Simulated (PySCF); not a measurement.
Hf(OH)4 anion (H4HfO4), SMILES [OH][Hf]([OH])([OH])[OH] (connectivity only; charge and spin as stated), charge -1, multiplicity 2. Atoms are numbered in the order given.

```xyz
9

Hf     0.0000     0.0000     0.0627
O     -1.5587    -0.6360    -1.0559
H     -1.7526    -1.5900    -1.0491
O     -0.6433     1.8120     0.6983
H     -0.7017     1.9821     1.6530
O      0.6433    -1.8120     0.6983
H      0.7017    -1.9821     1.6530
O      1.5587     0.6360    -1.0559
H      1.7526     1.5900    -1.0491
```
Charge -1, spin multiplicity 2.

The structure is a stationary point at PBE-D3(BJ)/def2-SVPD. The multiplicity is an assumed one; no other spin state was optimised. The isomer is the one that the SMILES or the coordinates give; other isomers of the formula were not compared. The def2 effective core potentials stand for the cores of Hf; spin–orbit coupling is left out. Other conformers were not sampled.

Computed with CAM-B3LYP/def2-SVPD run with PySCF.

Mulliken values depend strongly on the basis, most of all with diffuse functions as here. ESP charges are fitted to the potential on shells at 1.4 to 2.0 van der Waals radii. Atomic charges (e):

| atom | ESP fit | Mulliken | Mulliken spin |
|---|---|---|---|
| Hf1 | 0.22 | 0.49 | 1.78 |
| O2 | -0.51 | -0.65 | -0.06 |
| H3 | 0.27 | 0.12 | 0.02 |
| O4 | -0.43 | -0.31 | -0.38 |
| H5 | 0.05 | 0.09 | 0.04 |
| O6 | -0.43 | -0.31 | -0.38 |
| H7 | 0.05 | 0.09 | 0.04 |
| O8 | -0.51 | -0.65 | -0.06 |
| H9 | 0.27 | 0.12 | 0.02 |
